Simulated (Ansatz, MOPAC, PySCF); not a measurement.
Molecule: fluoroethane, C2H5F, net charge 0, singlet state. SMILES: C(F)C
Geometry: optimised at B3LYP-D3(BJ)/def2-TZVP (Ansatz, a first-principles code).

Wanted: size of the dipole moment, in D. Conventions: six Cartesian d functions in 6-31G* and its kin unless marked 5d; non-relativistic; no dispersion term unless named; LANL2DZ all-electron up to Ne; no spin-orbit coupling; 6-311+G** with 5d. First-principles rows: single points at B3LYP-D3(BJ) geometries (Ansatz). Semi-empirical rows: dipoles at the shared geometry.

Measured values: NIST CCCBDB, as tabulated in the package chemicals; dipoles are vibrational averages. 

Value to compare with, the measured value: 1.96 D.

```csv
level,program,size of the dipole moment (D),error
MNDO,MOPAC,2.08,0.12
PBE/STO-3G,Ansatz,0.91,-1.05
PBE/LANL2DZ,Ansatz,2.24,0.28
PBE/6-311+G**,Ansatz,2.03,0.07
BLYP/6-31G*,Ansatz,1.62,-0.34
BP86/6-31G* (5d),PySCF,1.65,-0.31
B3LYP/LANL2DZ,Ansatz,2.37,0.41
B3LYP/6-31G,Ansatz,2.08,0.12
B3LYP/6-31G*,Ansatz,1.76,-0.20
B3LYP/6-31+G*,Ansatz,2.13,0.17
B3LYP/cc-pVDZ,Ansatz,1.78,-0.18
B3LYP/6-311+G**,Ansatz,2.14,0.18
M06-2X/6-31G* (5d),PySCF,1.84,-0.12
```

Among the 13 habitual levels, PBE/STO-3G lies farthest from the measured value (-1.05 D); 7 of 13 lie above it, and their mean absolute error is 0.27 D, the median 0.18. One case shows no general order.

The levels are drawn from those run, B3LYP/6-31G* more often than the rest, none by its result; left out are runs that failed, that the program found above a lower state of the same kind, or whose <S^2> lies over 0.5 above the pure value.
